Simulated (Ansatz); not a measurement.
Basis-set extrapolation for C2H10OSi2 (`C[SiH](C)O[SiH3]`) (PBE0-D4/def2-TZVP geometry, frozen core, Ansatz 0.2.0). Multiplicity 1, RHF reference.

```tsv
	def2-TZVPP	def2-QZVPP
HF	-734.497657	-734.524394
MP2 correlation	-0.842223	-0.902581
CCSD(T) correlation	-0.936380	not run
```

Energies in hartree. Use E(X) = E(∞) + A·exp(−7.88·√X) for Hartree–Fock and E(X) = E(∞) + B·X^(−2.97) for correlation, with X = 3 and 4, and add CCSD(T) minus MP2 of the smaller set to the MP2 limit.

Problem. What is the CCSD(T) energy at the basis-set limit?

Solution. HF limit: -734.524394 + (-0.026737) × 0.13774 = -734.52808. MP2 limit: -0.902581 + (-0.060358) × 0.74074 = -0.94729. Higher-order term: -0.936380 − (-0.842223) = -0.09416. Total: -735.56953 hartree, 3.69 eV below CCSD(T)/def2-TZVPP.
